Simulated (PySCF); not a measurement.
## Ionisation energy of O⁺ by level of theory

O⁺ [He] 2s2 2p3 (4S) → O²⁺ [He] 2s2 2p2 (3P), as a difference of total energies. Calculation: PySCF 2.14, in aug-cc-pwCVDZ (5s4p2d, 27 functions); no relativity, point nucleus. Correlated levels: valence and next inner shell: nothing frozen. The calculations carry no spin-orbit coupling.

| method | ionisation energy (eV) |
| --- | --- |
| UHF | 34.530 |
| MP2 (valence and next inner shell) | 34.999 |
| SCS-MP2 (valence and next inner shell) | 34.781 |
| CCSD (valence and next inner shell) | 34.820 |
| CCSD(T) (valence and next inner shell) | 34.821 |
| CCSDT (valence and next inner shell) | 34.820 |

A first-order spin-orbit estimate (lowest level to lowest level, LS coupling) adds -0.025 eV.

Errors of the correlated levels include the incompleteness of this basis.

Problem. Which method comes closest to the reference value, and which is furthest?

Solution. The reference is 35.121 eV (measured; NIST Atomic Spectra Database, ionization energies). Closest: MP2 (valence and next inner shell) (error -0.147 eV); furthest: UHF (error -0.616 eV), both after the spin-orbit estimate.
